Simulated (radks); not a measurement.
Question: These are the eigenvalues of the occupied orbitals of an atom or ion with whole-number occupations (eV). Method: non-relativistic Kohn-Sham, LB94 model potential, spin-polarised, spherical densities, point nucleus; computed with a radial shooting solver on a logarithmic mesh with Libxc functionals.

orbital  eigenvalue
1s down   -22825.08
1s up     -22825.06
2s up     -3542.986
2s down   -3542.809
2p up     -3314.616
2p down   -3314.312
3s up     -895.4805
3s down   -895.4300
3p up     -804.0505
3p down   -803.9984
3d up     -635.8617
3d down   -635.8404
4s up     -360.7505
4s down   -360.4930
4p up     -328.5815

Which element is it, and in what charge state? The configuration may be excited. Open shells, if any, are filled with parallel spins first.

Answer: Z = 45, rhodium, charge +14: Rh14+ in [Ar] 3d10 4s2 4p1. The list shows which subshells hold electrons but not how many an open one holds; the 1s level, -838.81 hartree, gives Z - s = 41.0 by -(Z - s)^2/2, which with screening narrows Z to a few neighbours, and the depths of the outer levels then fix element, charge and occupations together.
